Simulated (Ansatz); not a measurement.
Mulliken charges of `O[SiH](Cl)[GeH3]` from r2SCAN/def2-TZVPP in Ansatz (PBE0-D4/def2-TZVP geometry).

```
atom   x (Å)   y (Å)   z (Å)  charge (e)
  O1  -1.807   0.237   0.987      -0.396
 Si2  -0.625   0.795  -0.001       0.548
 Cl3   0.413   2.333   0.907      -0.255
 Ge4   0.978  -0.875  -0.557      -0.005
  H5  -1.553  -0.151   1.826       0.205
  H6  -1.331   1.364  -1.169      -0.076
  H7   0.321  -2.027  -1.335      -0.009
  H8   1.588  -1.446   0.736      -0.010
  H9   2.105  -0.276  -1.411      -0.002
```

Problem. By hand: the dipole of these point charges (1 e Å = 4.8032 D).

Solution. Σ q r = (0.023, -0.350, -0.149) e Å, of length 0.381 e Å = 1.83 D.

Problem. How does the dipole of the full density compare? (An estimate is asked.)

Solution. Ansatz gave: (0.014, -0.270, 0.092) e Å, 1.37 D; the point charges give 1.34 times that, at 42° from its direction.

Point charges leave out the atoms' own dipoles, such as those of lone pairs, and Mulliken's split depends on the basis, so the two needn't agree.
